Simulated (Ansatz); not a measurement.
Two isomers of C3H8AlN: A = `C/C=C\[NH][AlH2]`, B = `C[N]1C[CH2][AlH]1`.

Program: Ansatz. Geometries: PBE0-D4/def2-TZVP. ΔE: electronic, gas phase. CBS: MP2 limit from def2 TZ/QZ plus the TZ coupled-cluster correction, frozen cores. Functionals use def2-TZVPP. B3LYP here is the variant with VWN-RPA as its local correlation; programs differ in this. One conformer a species, not always the lowest.

Task: Which is lower in electronic energy at CCSD(T)/CBS, and by how much? (Estimate.)

Result: Ansatz gave: A, by 5.7 kcal/mol.

Task: Give E(B) − E(A) in kcal/mol with r2SCAN-D4, CCSD(T)/def2-TZVPP, B3LYP-D4, MP2/def2-TZVPP, PBE0-D4, B2PLYP, HF/def2-TZVPP. (Estimate.)

Result: Computed: r2SCAN-D4 5.2, CCSD(T)/def2-TZVPP 5.4, B3LYP-D4 8.2, MP2/def2-TZVPP 3.9, PBE0-D4 3.1, B2PLYP 7.1, HF/def2-TZVPP 11.7. None reverses the order clearly.

Largest T1 diagnostic: 0.013.

From PBE to PBE0 (25 % exact exchange), in def2-TZVPP and without D4, E(B) − E(A) moves by −1.1 kcal/mol. In def2-TZVPP, CCSD(T) changes the Hartree–Fock value by −6.2 kcal/mol (the triples alone add −0.3 kcal/mol) and MP2 by −7.7 kcal/mol.
